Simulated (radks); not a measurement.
The numbers below are computed, except where a source is named.
Initial-state core-level shifts of the vanadium ion V2+ when its valence configuration changes from [Ar] 3d3. Code: a radial shooting solver on a logarithmic mesh with Libxc functionals. Model: scalar-relativistic Kohn-Sham, LDA (Slater exchange, Perdew-Wang correlation), spin-polarised, spherical densities, point nucleus; open shells are filled with parallel spins first. Shifts are changes of the shell-averaged eigenvalues in eV (positive: less bound).

valence               1s       2s       3s       3p
3d2 4p1           -8.085   -9.116   -7.713   -7.440
3d2 4s1           -6.959   -7.999   -6.586   -6.326
3d2 4s0.5 4p0.5   -7.524   -8.560   -7.152   -6.885
3d1 4s1 4p1      -16.036  -18.318  -14.855  -14.296
3d1 4p2          -17.094  -19.389  -15.907  -15.334
4s1 4p2          -26.012  -29.753  -23.493  -22.627
3d1 4s1.5 4p0.5  -15.626  -17.884  -14.426  -13.879
3d2.5 4s0.5       -3.359   -3.857   -3.218   -3.091
3d2.5 4p0.5       -3.932   -4.420   -3.795   -3.662
